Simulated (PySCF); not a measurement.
# Radial density of Al⁺ (aluminium, charge +1)

wB97M-V, [Ne] 3s2, closed-shell 1S. Calculation: PySCF 2.14, in aug-cc-pV(T+d)Z with one added diffuse shell each of s, p, d, f type (7s6p5d3f, 71 functions); the non-relativistic Hamiltonian (point nucleus).

```json
{"r (bohr)": "0.00168", "4πr²ρ (e/bohr)": "0.04773"}
{"r (bohr)": "0.00283", "4πr²ρ (e/bohr)": "0.1309"}
{"r (bohr)": "0.00475", "4πr²ρ (e/bohr)": "0.3524"}
{"r (bohr)": "0.00800", "4πr²ρ (e/bohr)": "0.9162"}
{"r (bohr)": "0.0135", "4πr²ρ (e/bohr)": "2.251"}
{"r (bohr)": "0.0226", "4πr²ρ (e/bohr)": "5.022"}
{"r (bohr)": "0.0381", "4πr²ρ (e/bohr)": "9.547"}
{"r (bohr)": "0.0640", "4πr²ρ (e/bohr)": "13.94"}
{"r (bohr)": "0.108", "4πr²ρ (e/bohr)": "13.51"}
{"r (bohr)": "0.181", "4πr²ρ (e/bohr)": "8.947"}
{"r (bohr)": "0.305", "4πr²ρ (e/bohr)": "10.28"}
{"r (bohr)": "0.512", "4πr²ρ (e/bohr)": "12.36"}
{"r (bohr)": "0.862", "4πr²ρ (e/bohr)": "5.355"}
{"r (bohr)": "1.45", "4πr²ρ (e/bohr)": "1.213"}
{"r (bohr)": "2.44", "4πr²ρ (e/bohr)": "0.8724"}
{"r (bohr)": "4.10", "4πr²ρ (e/bohr)": "0.1458"}
{"r (bohr)": "6.90", "4πr²ρ (e/bohr)": "0.001857"}
```
